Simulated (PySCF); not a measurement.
Species: Be₃ (charge -1 and doublet state).
Structure used (PBE0-D3(BJ)/def2-SVP), in Å, numbered top down from 1:
```xyz
3
Be3 angstrom
Be    -0.5535    1.1358   -0.0137
Be    -0.7129   -1.0642   -0.0322
Be     1.2724   -0.1066    0.0267
```

Computed, not measured: PySCF 2.14.0, PBE0-D3(BJ)/def2-SVP geometry optimisation, gas phase.

Which atoms are bound to Be1, and at what distances?

2 atoms: Be2 2.206 Å, Be3 2.209 Å.

What is the shape at Be1?

Bent: angle 59.9°. Some of the bound atoms are bonded to each other. Differences among atoms that D3h makes equivalent are scatter left by the optimiser.

What are the rotational constants (commonest isotopes, rigid rotor)?

A = 23084, B = 22986, C = 11517 MHz: an oblate symmetric top.

Point group: D3h (tolerance 0.08 Å). Charge -1, doublet. ⟨S²⟩ = 0.915 (exact for a doublet: 0.75). Whether the extra electron is bound in the gas phase wasn't checked; a finite basis holds it in any case. No frequency check.

***

Species: CoF2 (quartet state).
Bonds: Co1–F2, Co1–F3.

Theory: PBE0-D3(BJ)/def2-SVP geometry optimisation, gas phase in PySCF.

**Question.** How far are the bound atoms from Co1?

**Answer.** 2 atoms: F3 1.725 Å, F2 1.725 Å.

**Question.** What is the shape at Co1?

**Answer.** Linear: angle 179.9°.

**Question.** What are the rotational constants (commonest isotopes, rigid rotor)?

**Answer.** B = 4471 MHz (linear).

Point group: D∞h (tolerance 0.08 Å). Charge 0, quartet. ⟨S²⟩ = 3.761 (exact for a quartet: 3.75). No frequency check.

Time: 31 s of wall time; peak memory 0.26 GiB. Hardware: an Arm Neoverse V1 with one thread, shared host with 32 logical CPUs at a one-minute load of 16. These figures are those of the optimisation.
